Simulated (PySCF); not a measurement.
Spinor energies of Bi⁸²⁺ (bismuth, charge +82)

Start: 1s1; 1s1/2 filled at m_j = +1/2. Calculated with PySCF 2.14 in an uncontracted even-tempered set (14 s from 310 bohr⁻², ratio 2.4; 11 p from 410 bohr⁻², ratio 2.4; 3 d from 1200 bohr⁻², ratio 2.6; 3 f from 1900 bohr⁻², ratio 2.6): generalised Hartree-Fock with the X2C-1e Hamiltonian and a Gaussian nucleus; one run each with spin-orbit coupling (SO) switched off, then screened by Boettger's factors.

```tsv
spinor shell	electrons	ε, spin-free (eV)	ε, screened SO (eV)	weight of nominal j (screened SO)	rms radius, screened SO (bohr)
1s1/2	1	-104318.1	-104318.1	1.000	0.0175
```

```
   quantity    spin-free  screened SO
E (hartree)  -3833.61940  -3833.61940
        M_J          1/2          1/2
       ⟨J²⟩        0.750        0.750
       ⟨L²⟩        0.000        0.000
       ⟨S²⟩        0.750        0.750
```

Breit and QED terms are absent; they matter most for the inner s and p1/2 levels.

Densities and radii are taken from the X2C orbitals without a picture-change correction, which distorts them close to the nucleus.

Without spin-orbit coupling the j labels of p, d and f shells carry no meaning; the spin-free column gives the mean over the occupied spinors of each nl shell.
